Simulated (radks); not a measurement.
Values are calculated unless marked as measured or tabulated.
Task: All-electron atom: Tc XVIII in [Ne] 3s1 3p6 3d8 4d1 (not the ground configuration). Level of theory: Dirac Kohn-Sham, AM05, spin-unpolarised, spherical densities, point nucleus; open shells are shared between the two j in proportion to 2j + 1 (a radial shooting solver on a logarithmic mesh with Libxc functionals).

Spin-orbit splittings of the eigenvalues, e(l+1/2) - e(l-1/2), with zeta = 2 splitting/(2l+1) and mean radii in bohr:

shell  occ.  splitting (eV)  zeta (eV)  <r> j=l-1/2  <r> j=l+1/2
2p        6           118.7      79.12       0.1268       0.1315
3p        6           21.85      14.57       0.3914       0.4006
3d        8           4.435      1.774       0.3678       0.3706
4d        1               ?          ?       0.9050       0.9088

Estimate the 4d splitting.

Result: 1.198 eV (zeta = 0.4790 eV).
